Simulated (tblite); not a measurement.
C5H11ClOSi.
Cartesian coordinates in Å at the GFN2-xTB level; atoms count from 1:
```xyz
19
C5H11ClOSi angstrom
C     -0.9740   -1.1268    1.0652
C     -0.9163    0.1600    0.2953
Si    -2.0571    1.5700    0.8484
C     -0.1255    0.3317   -0.7598
Cl    -0.1411    1.8997   -1.5294
C      0.8547   -0.6127   -1.3849
C      2.2748   -0.3546   -0.8508
O      2.3983   -0.6600    0.5143
H     -0.9442   -0.9158    2.1329
H     -0.1588   -1.8038    0.8258
H     -1.9185   -1.6304    0.8600
H     -2.8468    1.0550    1.9697
H     -1.2435    2.7011    1.2956
H     -2.9408    1.9523   -0.2510
H      0.5749   -1.6439   -1.1679
H      0.8581   -0.4734   -2.4666
H      2.5495    0.6922   -1.0436
H      2.9875   -1.0031   -1.3643
H      1.7589   -0.1282    1.0034
```

All values are computed: GFN2-xTB (tblite) harmonic vibrations without scaling, gas phase. This tight-binding method is rough: wavenumbers can miss measured ones by several per cent, in bad cases by 10 to 20. Modes of hydrogen on silicon can be 10 to 20 % off. One conformer, not necessarily the lowest.

Harmonic wavenumbers (cm⁻¹): 49.7, 66.9, 88.3, 109.7, 149.5, 166.7, 187.7, 282.3, 310.5, 336.4, 376.0, 396.0, 428.1, 517.0, 563.6, 567.3, 594.0, 737.6, 771.4, 793.4, 801.5, 897.3, 908.8, 986.6, 1021.6, 1056.7, 1085.1, 1098.2, 1153.0, 1175.3, 1185.6, 1295.7, 1313.4, 1345.2, 1401.5, 1453.1, 1474.3, 1478.6, 1494.6, 1677.7, 2251.8, 2262.0, 2279.4, 2883.8, 2985.8, 2993.6, 2998.7, 3002.4, 3019.8, 3046.9, 3524.3.

A = 1779, B = 1027, C = 751.4 MHz; mass 150.027 u (most abundant isotopes); point group C1, symmetry number 1.

Task: What is the zero-point energy?

Result: ½Σν̃ = 31522 cm⁻¹ = 90.13 kcal/mol.

Task: Give the ideal-gas entropy at 298.15 K and 1 bar in the rigid-rotor, harmonic-oscillator model (classical rotation).

Result: Translation 40.95, rotation 29.84, vibration 34.43: S = 105.2 cal/(mol K).

Task: And Cp and H(298.15 K) − H(0)?

Result: Cp = 42.26 cal/(mol K), of which vibrations give 34.31 (their classical limit is 51 R = 101.3); H(298.15 K) − H(0) = 7.74 kcal/mol without the zero-point energy, 5.37 from vibrations.

Task: Blend soft modes into free rotors: weight 1/[1 + (100 cm⁻¹/ν̃)⁴] for the oscillator and the rest for a rotor with moment μB/(μ + B), μ = h/(8π²ν), B = 10⁻⁴⁴ kg m². What vibrational entropy results?

Result: 31.71 cal/(mol K) in place of 34.43, which changes −T·S at 298.15 K by +0.81 kcal/mol.

Task: What must be added to the electronic energy to get the Gibbs energy at 298.15 K and 1 bar?

Result: ZPE + [H(298.15 K) − H(0)] − T·S = 90.13 + 7.74 − 31.37 = 66.50 kcal/mol.

Task: Which modes carry the vibrational entropy at 298.15 K?

Result: 49.7 cm⁻¹: 4.83; 66.9 cm⁻¹: 4.24; 88.3 cm⁻¹: 3.70; 109.7 cm⁻¹: 3.27; 149.5 cm⁻¹: 2.68; 166.7 cm⁻¹: 2.47 cal/(mol K); the other 45 give 13.23 together.

Task: How do the functions run with temperature in this model?

Result: 
```csv
T (K),S (cal/(mol K)),Cp (cal/(mol K)),H − H(0) (kcal/mol),G − H(0) (kcal/mol),ln q(vib)
100,72.4,21.1,1.42,-5.82,2.05
200,90.5,32.1,4.09,-14.01,5.22
300,105.5,42.4,7.82,-23.82,8.31
500,131.5,59.8,18.14,-47.59,14.20
800,163.5,76.5,38.81,-92.01,22.31
1000,181.4,83.8,54.88,-126.55,27.22
```

q(vib) and H(0) count from the zero-point level.

Hindered rotation and anharmonicity are outside this model. Other conformers, if any are populated, would add a mixing term that is left out. The structure is chiral; the term R ln 2 for an equal mix with its mirror image is left out.
